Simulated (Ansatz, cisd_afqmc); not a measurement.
Species: AsO, charge 0, doublet. AsO (SMILES O=[As], doublet).
B3LYP-D3(BJ)/def2-TZVP minimum from Ansatz (a program for electronic structure):
```
As
O 1 1.6262
```
Charge 0, spin multiplicity 2.

Total energies in cc-pVDZ, 11 correlated electrons, 15 frozen orbitals. Radicals and triplets start from unrestricted determinants; spin-orbit coupling is neglected. Cores are frozen in correlated methods (noble-gas shells, and filled d and f shells in the p block). No relativity. AFQMC is phaseless with a CISD trial state; ± is one standard error, without the phaseless bias. Outlying blocks are dropped, and bars are widened where a walk drifts. Over all cases where full CI ran beside it in this data, AFQMC minus full CI had a median of +0.1 mEh and passed +0.4 mEh in a tenth of the cases. The UHF reference of AsO (O=[As], doublet) is spin-contaminated (<S^2> up to 0.47 over the pure value in the sets run). The determinant of AsO (O=[As], doublet) is a saddle point of the SCF energy; a lower one exists, which strains HF and MP2.

| method | program | energy (Eh) | minus CCSDTQ (mEh) |
|---|---|---|---|
| HF | Ansatz | -2308.98222 | 303.75 |
| MP2 | Ansatz | -2309.22932 | 56.65 |
| CCSD | Ansatz | -2309.26998 | 15.99 |
| CCSD(T) | Ansatz | -2309.28159 | 4.38 |
| CCSDT(Q) | Ansatz | -2309.28703 | -1.07 |
| CCSDTQ | Ansatz | -2309.28597 | 0.00 |
| AFQMC/CISD | cisd_afqmc | -2309.2840 ± 0.0004 | 2.0 ± 0.4 |

Rough core times of Ansatz's runs on a shared machine: CCSD(T) 40 s, CCSDT(Q) 80 s, CCSDTQ 20 min.
